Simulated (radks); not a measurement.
Problem. I15+, 38 electrons, occupied as [Kr] 4d2. All-electron calculation, Dirac Kohn-Sham, PBE, spin-unpolarised, spherical densities, point nucleus; open shells are shared between the two j in proportion to 2j + 1. Program: a radial shooting solver on a logarithmic mesh with Libxc functionals. Some entries of the table are withheld. Estimate them.

orbital  occ.  eigenvalue (eV)  <r^2> (bohr^2)
1s1/2       2        -33316.81        0.001005
2s1/2       2        -5447.298         0.01612
2p1/2       2              (1)         0.01192
2p3/2       4              (2)         0.01320
3s1/2       2        -1370.769          0.1116
3p1/2       2        -1241.339             (3)
3p3/2       4        -1184.405             (4)
3d3/2       4        -957.6923         0.09519
3d5/2       6        -945.6283         0.09744
4s1/2       2        -491.3825          0.5426
4p1/2       2              (5)             (6)
4p3/2       4              (7)             (8)
4d3/2     0.8        -350.4419          0.6683
4d5/2     1.2        -347.8903          0.6785

Solution. 
(1) 2p1/2 eigenvalue (eV): -5133.292
(2) 2p3/2 eigenvalue (eV): -4834.409
(3) 3p1/2 <r^2> (bohr^2): 0.1061
(4) 3p3/2 <r^2> (bohr^2): 0.1140
(5) 4p1/2 eigenvalue (eV): -443.4610
(6) 4p1/2 <r^2> (bohr^2): 0.5717
(7) 4p3/2 eigenvalue (eV): -430.0331
(8) 4p3/2 <r^2> (bohr^2): 0.6039
